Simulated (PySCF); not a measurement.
## Continuum solvent and chemical shifts

Bonds (- single, = double, # triple, : aromatic): C1-C2, C2-C3, C3-C4, C4-C5, C5=O6, C5-Cl7. C1 carries H8, H9, H10; C2 carries H11, H12; C3 carries H13, H14; C4 carries H15, H16.

GIAO PBE0/pcSseg-1 in PySCF 2.14 on one PBE0-D3(BJ)/def2-SVP conformer, non-relativistic, equivalent nuclei averaged. Solvents enter as an IEF-PCM continuum (cyclohexane with ε = 2.0, chloroform with ε = 4.7, tetrahydrofuran with ε = 7.4) around the gas-phase geometry. Shifts are referred to TMS computed in the same medium.

In cyclohexane, δ in ppm: C5 184.7, C4 51.3, C3 29.5, C2 25.2, C1 16.3, H15/H16 2.74, H13/H14 1.33, H11/H12 1.08, H8/H9/H10 1.03. Dipole moment 3.38 D.

Question: How does each δ change in the more polar media?

Answer: 
```csv
atoms,environment,"Δδ, chloroform","Δδ, tetrahydrofuran"
C5,carbonyl carbon,+1.8,+2.4
C4,sp3 CH2 α to a carbonyl,+0.6,+0.8
C3,sp3 CH2,+0.3,+0.4
C2,sp3 CH2,+0.1,+0.1
C1,methyl carbon,+0.1,+0.2
H15/H16,hydrogen on an sp3 CH2 α to a carbonyl,+0.11,+0.14
H13/H14,hydrogen on an sp3 CH2,-0.01,-0.01
H11/H12,hydrogen on an sp3 CH2,+0.03,+0.04
H8/H9/H10,hydrogen on a methyl carbon,-0.01,-0.02
```

Changes are relative to cyclohexane. The dipole moment becomes 3.59 D in chloroform, 3.66 D in tetrahydrofuran.

Question: Which nuclei move most (in ppm), and what does the model miss?

Answer: C5 (carbonyl carbon, +2.4 ppm) in tetrahydrofuran. A continuum only polarises the solute; specific hydrogen bonds, the anisotropy of aromatic solvents and changes of geometry or conformer are outside it.
